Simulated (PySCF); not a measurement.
Work out the structure from these simulated measurements.

Formula: C4H12SSi.

| Quantity | Value |
| --- | --- |
| Rotational structure | rotational constants A, B, C: 2.711, 1.599, 1.484 GHz [PBE0-D3(BJ)/def2-TZVP] |
| 13C NMR | chemical shifts (computed TMS as zero) by class: 12.8 (1 C), -0.2 (3 C) ppm [GIAO B97-2/pcSseg-2] |
| 1H NMR | chemical shifts (computed TMS as zero) by class: 1.96 (3 H), 0.24 (9 H) ppm [GIAO B97-2/pcSseg-2] |
| Dipole | 1.79 D [B97-2/pcSseg-2] |
| NMR, other nuclei | isotropic shieldings of nuclei other than C and H, by class: 331 (1 Si), 663 (1 S) ppm [GIAO B97-2/pcSseg-2] |

The electronic properties come from PySCF, for the isolated species, density fitting. Levels stand in brackets. Isolated species at its PBE0-D3(BJ)/def2-TZVP geometry, gas phase. NMR values are class means; diastereotopic atoms form classes of their own.

Q: What is the compound? Reason from the data.

A: Numbering: `[CH3:1][S:2][Si:3]([CH3:4])([CH3:5])[CH3:6]`. Its formula, C4H12SSi, gives 0 degrees of unsaturation, so no ring and no π bond. 4 carbons fall into 2 classes; from least to most shielded: S-methyl carbon [C1] (12.8 ppm), Si-methyl carbon [C4/C5/C6] (-0.2 ppm, 3 C). Hydrogen classes from least to most shielded: 3 H on an S-methyl carbon, C1 (1.96 ppm), 9 H on 3 Si-methyl carbons, C4/C5/C6 (0.24 ppm). The other shieldings belong to: 331 ppm, four-coordinate silicon [Si3]; 663 ppm, sulfur bonded to C and Si [S2]. By its constants the optimised geometry is an asymmetric top. Structure: Me3Si(SMe) (`CS[Si](C)(C)C`). The assignments are read from this structure; whether some other isomer fits the data as well wasn't checked.

Shape of the structure used: `[CH3:1][S:2][Si:3]([CH3:4])([CH3:5])[CH3:6]`: C1–S2–Si3–C4 -60°.
